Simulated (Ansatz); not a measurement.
Correcting a cheap level on molecular compounds of In

The vertical ionisation energy (cation less neutral) in eV of 8 molecular compounds of In: x at B3LYP-D4/def2-TZVPP, y at CCSD(T)/def2-TZVPP. Shapes, held fixed at every level: PBE0-D4/def2-TZVP. Flexible molecules stand in one conformer, not always the lowest. Programs: Ansatz 0.2.0.

```
                                    molecule  x (eV)  y (eV)
          C2H8InNO (SMILES C[N](C)[InH][OH])    7.86    7.90
        C4H12InN (SMILES CC(C)(C)[NH][InH2])    8.18    8.19
   C2H6Cl2InN (SMILES C[N](C)[In]([Cl])[Cl])    8.46       ?
CH8InNOSi (SMILES [CH3][In]([NH2])[O][SiH3])    9.15    9.40
  C4H9ClFIn (SMILES C[C](C)(C)[In]([F])[Cl])    9.55    9.72
       C6H3In (SMILES C#[C][In]([C]#C)[C]#C)    9.78   10.58
                                     In(OH)3   10.79   11.30
                InHClF (SMILES [F][InH][Cl])   11.43   11.57
```

Task: Fit y = c + s·x to the known rows and predict y for C2H6Cl2InN.

Result: 
1. Means of the 7 rows: x = 9.5343, y = 9.809.
2. Σ(Δx)² = 10.016, Σ(Δx·Δy) = 10.945, so the slope is 10.945/10.016 = 1.0928.
3. Intercept: 9.809 − (1.0928) × 9.5343 = -0.610. The largest residual of the fit is 0.50.
4. C2H6Cl2InN: -0.610 + 1.0928 × 8.46 = 8.64 eV.

CCSD(T)/def2-TZVPP gives 8.52 eV, so the prediction is off by +0.12 eV, within the largest residual. Uncorrected, B3LYP-D4/def2-TZVPP misses C2H6Cl2InN by -0.06 eV, and the other rows by 0.27 on average. The line makes this one worse. Left out in turn, the other rows are missed by 0.27 eV on average, no better than no correction. Cations run unrestricted. For atoms past krypton def2 sets carry core potentials with scalar relativity. Outer-core shells of In are correlated, in sets that cover them unevenly.
